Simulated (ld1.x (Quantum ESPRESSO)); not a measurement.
## B (Z = 5), ultrasoft: configuration errors across variants

- Element: boron
- Generator: ld1.x (Quantum ESPRESSO) 7.5
- Type: ultrasoft
- Functional: LDA (PZ)
- Relativity: scalar-relativistic
- Frozen core: [He]
- Valence charge: 3
- Reference configuration: 2s2 2p1
- Partial waves: 2s (bound): rcut 0.85, rcutus 1.20 bohr; 2s channel at 0.05 Ry: rcut 0.85, rcutus 1.20 bohr; 2p (bound): rcut 2.70, rcutus 3.40 bohr; 2p channel at 1.25 Ry: rcut 2.70, rcutus 3.40 bohr
- Local potential: all-electron potential smoothed inside 1.15 bohr (lloc = -1)
- Core correction: none
- Augmentation charge: built from norm-conserving waves at rcut, not smoothed further

All-electron excitation energies from the reference (eV): (1) 2s2 2p0 8.327; (2) 2s1 2p0 33.631; (3) 2s2 2p0.5 2.943; (4) 2s2 2p1.3 -0.772; (5) 2s0 2p3 11.401; (6) 2s1 2p2 5.686; (7) 2s1 2p1 14.283; (8) 2s2 2p1 spin -0.235; (9) 2s1 2p0 spin 32.903.

Spin tests fill each open shell by Hund’s rule, majority spin first.

3 further variants failed, have other tests or too few solved ones, and are left out.

Errors AE − PS in meV (a dash: test not solved or not reliable):

| change | (1) | (2) | (3) | (4) | (5) | (6) | (7) | (8) | (9) | bound ghosts |
| --- | --- | --- | --- | --- | --- | --- | --- | --- | --- | --- |
| base | +61 | +225 | -4.3 | -6.4 | +6.8 | -0.1 | -154 | +18 | +316 | not determined |
| waves 2s (bound): rcut 0.85, rcutus 1.10 bohr; 2s channel at 0.05 Ry: rcut 0.85, rcutus 1.10 bohr | +61 | +225 | -4.3 | -6.4 | +6.8 | +0.3 | -154 | +18 | +317 | not determined |
| waves 2s (bound): rcut 0.85, rcutus 1.24 bohr; 2s channel at 0.05 Ry: rcut 0.85, rcutus 1.24 bohr | +61 | +225 | -4.3 | -6.4 | +6.8 | -0.1 | -154 | +18 | +316 | not determined |
| waves 2s (bound): rcut 0.85, rcutus 1.32 bohr; 2s channel at 0.05 Ry: rcut 0.85, rcutus 1.32 bohr | +61 | +225 | -4.3 | -6.4 | +6.8 | -0.1 | -154 | +18 | +316 | not determined |
| waves 2s (bound): rcut 0.85, rcutus 1.48 bohr; 2s channel at 0.05 Ry: rcut 0.85, rcutus 1.48 bohr | +61 | +225 | -4.3 | -6.4 | +6.8 | -0.1 | -154 | +18 | +317 | not determined |
| waves 2s (bound): rcut 0.85, rcutus 1.60 bohr; 2s channel at 0.05 Ry: rcut 0.85, rcutus 1.60 bohr | +61 | +225 | -4.3 | -6.4 | +6.8 | -0.1 | -154 | +18 | +317 | not determined |
| waves 2s (bound): rcut 0.85, rcutus 1.66 bohr; 2s channel at 0.05 Ry: rcut 0.85, rcutus 1.66 bohr | +61 | +225 | -4.3 | -6.4 | +6.8 | -0.1 | -154 | +18 | +317 | not determined |

Question: Give the same row for: waves 2s (bound): rcut 0.85, rcutus 1.82 bohr; 2s channel at 0.05 Ry: rcut 0.85, rcutus 1.82 bohr.

Answer: +61, +226, -4.3, -6.4, +6.8, 0.0, -154, +18, +318; bound ghosts: not determined.
